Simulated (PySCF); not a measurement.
**Palladium: a sound run and one with changed settings**

Sound run: Pd [Kr] 4d10, Pd⁺ [Kr] 4d9. Computed with PySCF 2.14 in x2c-SVPall (6s5p5d1f, 53 functions), with the spin-free X2C one-electron Hamiltonian (Gaussian nucleus). In the sound run the correlated levels freeze [Kr]. The sound run starts from symmetry-adapted Hartree-Fock orbitals and uses a fine grid where one is needed.

Changed run: initial guess sap, at most 50 SCF cycles.

| species | method | sound run (hartree) | changed run (hartree) | converged |
| --- | --- | --- | --- | --- |
| Pd | UHF | -5042.26759 | -5042.26759 | yes |
| Pd | PBE0 | -5044.46888 | -5044.46888 | yes |
| Pd | r2SCAN | -5044.79552 | -5044.79552 | yes |
| Pd | MP2 | -5042.54628 | -5042.54628 | yes |
| Pd⁺ | UHF | -5042.03486 | -5042.03486 | yes |
| Pd⁺ | PBE0 | -5044.15668 | -5044.15668 | yes |
| Pd⁺ | r2SCAN | -5044.48136 | -5044.48214 | yes |
| Pd⁺ | MP2 | -5042.24767 | -5042.24767 | yes |

Ionisation energy of Pd:

```json
{"method": "UHF", "sound run (eV)": "6.333", "changed run (eV)": "6.333"}
{"method": "PBE0", "sound run (eV)": "8.496", "changed run (eV)": "8.496"}
{"method": "r2SCAN", "sound run (eV)": "8.549", "changed run (eV)": "8.528"}
{"method": "MP2", "sound run (eV)": "8.126", "changed run (eV)": "8.125"}
{"method": "SCS-MP2", "sound run (eV)": "7.929", "changed run (eV)": "7.929"}
```

Where the changed run lies lower, it found another determinant of the same configuration, with other orbitals of the open shell filled.

For comparison, NIST gives 8.337 eV between the lowest levels.
